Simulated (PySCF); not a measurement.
**Correlation energy of Cl (chlorine, neutral)**

[Ne] 3s2 3p5, 2P determinant. All numbers are calculated (PySCF 2.14, the spin-free X2C one-electron Hamiltonian (Gaussian nucleus), in aug-cc-pCVTZ-DK with one added diffuse shell each of s, p, d, f type (9s8p6d4f, 91 functions)). Frozen: [Ne]; 7 electrons correlated.

MP2 pair energies summed by pair of shells (mhartree):

```csv
pair,energy,share (%)
3p-3p,-100.71,61.3
3s-3p,-53.97,32.8
3s-3s,-9.66,5.9
```

Total MP2 correlation energy: -164.33 mhartree.

Same-spin part -37.75 and opposite-spin part -126.59 mhartree; SCS-MP2 scales them by 1/3 and 6/5 to -164.49 mhartree.
